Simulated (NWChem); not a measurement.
Molecule: C$_{3}$H$_{4}$Cl$_{2}$Si; SMILES C(=C)=C([SiH2]Cl)Cl

```xyz
10

C      1.6535     2.6766     0.4439
C      0.7784     1.7455     0.1685
C     -0.0578     0.7782    -0.1232
Cl    -1.7857     0.9697     0.0853
Si     0.5179    -0.8715    -0.7945
Cl     0.0728    -2.3746     0.5528
H      2.0948     2.7601     1.4432
H      1.9654     3.4042    -0.3133
H      1.9906    -0.8141    -0.9898
H     -0.2005    -1.1716    -2.0615
```
Atoms are numbered in this order, from 1.

Computed with NWChem. All runs use the structure optimised with PBE0/def2-SVP. Level: PBE0/def2-SVP with SMD (1 M gas to 1 M solution), gas-phase geometry. Reactions with the solvent are ignored.

Estimate the computed values for solvent toluene. Quantities: solvation free energy (kcal/mol); cavity-dispersion-structure term (kcal/mol); dipole in solution (D).

The solvation free energy (kcal/mol) is -4.0. The cavity-dispersion-structure term (kcal/mol) comes out as -2.3 and the dipole in solution (D) is 3.16.
